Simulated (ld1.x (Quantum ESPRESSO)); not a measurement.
**gallium: ultrasoft pseudisation with LDA (PZ), scalar-relativistic reference atom.**

* Element: Ga
* Generator: ld1.x (Quantum ESPRESSO) 7.5
* Type: ultrasoft
* Functional: LDA (PZ)
* Relativity: scalar-relativistic
* Frozen core: [Ar]
* Valence charge: 13
* Reference configuration: 3d10 4s2 4p1
* Partial waves: 4s (bound): rcut 1.90, rcutus 2.10 bohr; 4s channel at 1.3 Ry: rcut 1.90, rcutus 2.10 bohr; 4p (bound): rcut 2.40, rcutus 2.55 bohr; 4p channel at 0.4 Ry: rcut 2.40, rcutus 2.55 bohr; 3d (bound): rcut 0.80, rcutus 1.05 bohr; 3d channel at -1.05 Ry: rcut 0.80, rcutus 1.05 bohr
* Local potential: all-electron potential smoothed inside 1.75 bohr (lloc = -1)
* Core correction: Bessel-smoothed model core, default radius (core density twice the valence density)
* Augmentation charge: PSQ, inside the norm-conserving radii

* Cutoffs needed: 140 Ry and 230 Ry (the cutoffs (Ry, on a coarse ladder) from which the occupation-weighted sum of valence levels, in a spherical-Bessel basis at the reference potential, stays within 10 and 1 mRy of its value at 400 Ry)
* Ghost test: no extra level below or beside the all-electron valence levels (s, p, d, f tested) (spherical-Bessel basis up to 400 Ry, 20 bohr box)
* Largest excitation error: -372 meV (all-electron minus pseudo) for 3d9 4s2 4p2, out of 7 test configurations
* Lowest eigenvalue of the overlap operator: 0.38 (s channel)
* Density cutoff estimated by the generator: 639 Ry
